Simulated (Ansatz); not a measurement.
Ansatz (an electronic-structure program) input for SeCl₂, SMILES Cl[Se]Cl, PBE-D3(BJ)/def2-TZVP. 

Ansatz 0.2 input:
```yaml
crystal:
  periodic: [false, false, false]
  atoms:
    - {symbol: Se, position_ang: [0.00000000, 0.00000000, 0.68548020]}
    - {symbol: Cl, position_ang: [0.00000000, -1.64345373, -0.68548020]}
    - {symbol: Cl, position_ang: [0.00000000, 1.64345372, -0.68548020]}
basis:
  gaussian:
    orbitals: def2-TZVP
hamiltonian:
  xc: pbe
  dispersion: d3bj
relax: {f_tol: 0.002, max_steps: 200}
```

Output:

```
WARN ansatz: RAYON_NUM_THREADS=1 ignored (pool sized by the plan → 1); use --threads N
Functional definition: PBE
integrals: 0.05 GiB planned
899 factors; their error is unknown
mean field: 0.32 GiB planned
mean field evaluation 1: about -90375.5750 eV, gradient 1.8e1 eV
mean field evaluation 2: about -90374.2548 eV, gradient 3.0e1 eV
mean field evaluation 4: about -90376.1243 eV, gradient 1.4e0 eV
mean field evaluation 8: about -90376.0970 eV, gradient 3.1e-2 eV
mean field evaluation 16: about -90376.0970 eV, gradient 1.3e-5 eV
mean field -90376.09699134 eV, -3321.2603053128 hartree, gradient 1.3e-5 eV, S^2 0.000000; 0 other end points of the search recorded, 0 dependent functions left out
the calculation of the forces begins
reference -90376.09702084 eV, -3321.2603063972 hartree; 34, 34 occupied and 88, 88 virtual orbitals, 899 factors
relax step   1: F+E_penalty+E_count = -90376.18385825 eV  Δ(F+E_penalty+E_count) = +0.000e0 eV  max|allowed force component| = 6.184e-1 eV/Å  Δτ_max = 0.0000 Å  (27 SCF iters, accepted)
these checks for a lower state are left out or cut short: starts, cluster_reference, orbital_swaps, neighbouring_geometries, increment
integrals: 0.05 GiB planned
899 factors; their error is unknown
mean field: 0.32 GiB planned
mean field -90376.12226693 eV, -3321.2612341736 hartree, gradient 7.8e-6 eV, S^2 0.000000; 0 other end points of the search recorded, 0 dependent functions left out
the calculation of the forces begins
reference -90376.12229695 eV, -3321.2612352770 hartree; 34, 34 occupied and 88, 88 virtual orbitals, 899 factors
relax step   2: F+E_penalty+E_count = -90376.20749930 eV  Δ(F+E_penalty+E_count) = -2.364e-2 eV  max|allowed force component| = 1.169e-1 eV/Å  Δτ_max = 0.0656 Å  (30 SCF iters, accepted)
these checks for a lower state are left out or cut short: starts, cluster_reference, orbital_swaps, neighbouring_geometries, increment
integrals: 0.05 GiB planned
899 factors; their error is unknown
mean field: 0.32 GiB planned
mean field evaluation 32: about -90376.1231 eV, gradient 1.8e-5 eV
mean field -90376.12311764 eV, -3321.2612654367 hartree, gradient 1.8e-5 eV, S^2 0.000000; 0 other end points of the search recorded, 0 dependent functions left out
the calculation of the forces begins
reference -90376.12314755 eV, -3321.2612665362 hartree; 34, 34 occupied and 88, 88 virtual orbitals, 899 factors
relax step   3: F+E_penalty+E_count = -90376.20862143 eV  Δ(F+E_penalty+E_count) = -1.122e-3 eV  max|allowed force component| = 5.747e-3 eV/Å  Δτ_max = 0.0129 Å  (31 SCF iters, accepted)
these checks for a lower state are left out or cut short: starts, cluster_reference, orbital_swaps, neighbouring_geometries, increment
integrals: 0.05 GiB planned
899 factors; their error is unknown
mean field: 0.32 GiB planned
mean field -90376.12310657 eV, -3321.2612650298 hartree, gradient 4.2e-5 eV, S^2 0.000000; 0 other end points of the search recorded, 0 dependent functions left out
the calculation of the forces begins
reference -90376.12313648 eV, -3321.2612661291 hartree; 34, 34 occupied and 88, 88 virtual orbitals, 899 factors
relax step   4: F+E_penalty+E_count = -90376.20862402 eV  Δ(F+E_penalty+E_count) = -2.587e-6 eV  max|allowed force component| = 7.644e-5 eV/Å  Δτ_max = 0.0007 Å  (20 SCF iters, accepted)
integrals: 0.05 GiB planned
899 factors; their error is unknown
mean field: 0.32 GiB planned
mean field -90376.12310657 eV, -3321.2612650298 hartree, gradient 4.2e-5 eV, S^2 0.000000; 1 other end points of the search recorded, 0 dependent functions left out
the calculation of the forces begins
reference -90376.12313648 eV, -3321.2612661291 hartree; 34, 34 occupied and 88, 88 virtual orbitals, 899 factors
Total energy: -90376.20865393 eV, -3321.2644088375 hartree
Atom 0 at     0.000000     0.000000     0.678753 Å, force     0.000000     0.000000     0.000019 eV/Å
Atom 1 at    -0.000000    -1.696325    -0.682117 Å, force    -0.000000    -0.000076    -0.000010 eV/Å
Atom 2 at    -0.000000     1.696325    -0.682117 Å, force    -0.000000     0.000076    -0.000010 eV/Å
Dipole moment:    -0.000000     0.000000     0.202475 e Å
```

Self-consistency was reached.

Cost: about 8 core-seconds (a rough figure).
